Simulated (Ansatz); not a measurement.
Two isomers of C2H7NSi: A = `NC1C[SiH2]1`, B = `CN1C[SiH2]1`.

Computed with Ansatz on PBE0-D4/def2-TZVP structures; ΔE is electronic, products minus reactants. CBS: MP2 limit from def2 TZ/QZ plus the TZ coupled-cluster correction, frozen cores. DFT in def2-TZVPP. B3LYP here is the variant with VWN-RPA as its local correlation; programs differ in this. One conformer a species, not always the lowest.

Q: Which is lower in electronic energy at CCSD(T)/CBS, and by how much? (An estimate is asked.)

A: Computed: B, by 1.9 kcal/mol.

Q: Give E(B) − E(A) in kcal/mol with CCSD/def2-TZVPP, B3LYP-D4, HF/def2-TZVPP, B2PLYP, r2SCAN-D4, BLYP-D4, PBE-D4. (Estimate.)

A: The calculation gave: CCSD/def2-TZVPP -2.4, B3LYP-D4 -3.3, HF/def2-TZVPP -4.4, B2PLYP -3.2, r2SCAN-D4 -2.1, BLYP-D4 -3.7, PBE-D4 -1.6. None reverses the order clearly.

Q: Does the order hold for the free energy at 298.15 K (harmonic terms from PBE0-D4)? (Best estimate.)

A: The calculation gave: Yes: G(B) − G(A) = -2.4 kcal/mol, for one conformer each.

Largest T1 diagnostic: 0.012.

In def2-TZVPP, CCSD(T) changes the Hartree–Fock value by +2.2 kcal/mol (the triples alone add +0.1 kcal/mol) and MP2 by +2.0 kcal/mol. Leaving LDA and LC-ωPBE aside and taking each functional with its dispersion term where it has one, the values spread over 2.4 kcal/mol, from BLYP-D4 to PBE0-D4. LDA lies +1.1 kcal/mol from PBE without D4.
